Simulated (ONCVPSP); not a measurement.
## What the settings do to the ONCV potential of aluminium (Al)

Base potential:

ONCVPSP 4.0.1 input, shortened (lines: element, Z, core and valence counts, functional; n l f; lmax; l rc ep ncon nbas qcut; lloc lpopt rc5 dvloc0; l nproj debl; icmod fcfact rcfact), PBE, fully relativistic:

```
  Al 13.00    3    2        4      upf
    1    0    2.00
    2    0    2.00
    2    1    6.00
    3    0    2.00
    3    1    1.00
    2
    0    2.25    0.00    3    6    3.40
    1    2.00    0.00    4    7    4.40
    2    1.85    0.16    4    7    5.10
    4    3    1.20   -1.00
    0    2    1.80
    1    3    1.20
    2    2    2.50
    0    0.00    0.00
```

Open shells are filled in proportion to 2j + 1.

Cutoffs, loose and tight: the cutoffs (Ha) at which the residual kinetic energy of the hardest occupied pseudo-wave falls to 1 and 0.1 mHa per electron. They do not see the model core or the augmentation charge, which bear on the density cutoff. Test errors are all-electron minus pseudo excitation energies from the reference, over the configurations 3s2 3p0; 3s1 3p0; 3s2 3p0.5; 3s0 3p3. A dash means not determined; rows that change the core or the reference have their own tests.

For the base: The cutoffs count occupied waves only; projector 3 of the p channel, the hardest unoccupied one, needs 58 Ha at the loose tolerance.

A true bound ghost makes a file unfit for plane-wave use even where its test errors are small: the radial tests pick states by their node count and pass the ghost by.

| change | outcome | cutoff, loose | cutoff, tight | bound ghosts | GHOST(+) flags above zero | largest test error (meV) |
| --- | --- | --- | --- | --- | --- | --- |
| base | generated | 4.6 Ha | 7.3 Ha | p3/2, p1/2 | s, p3/2, p1/2 | +22 |
| s: qcut 2 | generated | 14 Ha | 24 Ha | p3/2, p1/2 | s, p3/2, p1/2 | +19 |
| s: qcut 2.5 | generated | 7.5 Ha | 19 Ha | p3/2, p1/2 | s, p3/2, p1/2 | +23 |
| s: qcut 3 | generated | 4.2 Ha | 16 Ha | p3/2, p1/2 | s, p3/2, p1/2 | +24 |
| s: qcut 3.8 | generated | 5.0 Ha | 6.6 Ha | p3/2, p1/2 | s, p3/2, p1/2 | +22 |
| s: qcut 4.1 | generated | 5.3 Ha | 6.8 Ha | p3/2, p1/2 | s, p3/2, p1/2 | +24 |
| s: qcut 5.1 | generated | 6.4 Ha | 8.4 Ha | p3/2, p1/2 | s, p3/2, p1/2 | +32 |

Question: What comes out with this change to the base: s: qcut 2.7?

Answer: outcome: generated; cutoff, loose: 4.5 Ha; cutoff, tight: 17 Ha; bound ghosts: p3/2, p1/2; GHOST(+) flags above zero: s, p3/2, p1/2; largest test error (meV): +24.

Question: What comes out with this change to the base: s: qcut 4.3?

Answer: outcome: generated; cutoff, loose: 5.5 Ha; cutoff, tight: 7.2 Ha; bound ghosts: p3/2, p1/2; GHOST(+) flags above zero: s, p3/2, p1/2; largest test error (meV): +26.

Question: What comes out with this change to the base: s: qcut 4.7?

Answer: outcome: generated; cutoff, loose: 6.0 Ha; cutoff, tight: 7.9 Ha; bound ghosts: p3/2, p1/2; GHOST(+) flags above zero: s, p3/2, p1/2; largest test error (meV): +30.

Reading the sweep of the qcut of the s channel (base included, trends over the rows without a ghost): Bound ghosts are found at 2, 2.5, 2.7, 3, 3.4, 3.8, 4.1, 4.3, 4.7, 5.1 1/bohr. Every judged row has one, so this setting neither creates nor removes them.
